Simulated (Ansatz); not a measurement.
Ansatz (a first-principles code) input:

Ansatz 0.2 input:
```yaml
crystal:
  periodic: [false, false, false]
  atoms:
    - {symbol: Zn, position_ang: [0.00000000, 0.00000000, 0.00000000]}
    - {symbol: I, position_ang: [-0.00000000, -0.00000000, -2.43400609]}
    - {symbol: I, position_ang: [0.00000000, 0.00000000, 2.43400609]}
basis:
  gaussian:
    orbitals: def2-TZVPD
hamiltonian:
  xc: {name: wB97M-V}
magnetization: {spin_polarized: true, initial_magnetization: 2}
```

**Question.** Predict the final energy.

**Answer.** -2374.62687 Eh (wB97M-V/def2-TZVPD). The basis has 169 functions.

This state (charge 0, triplet) is run at the relaxed geometry of the species with charge 0 and multiplicity 1, and is a spin state other than that species' own.
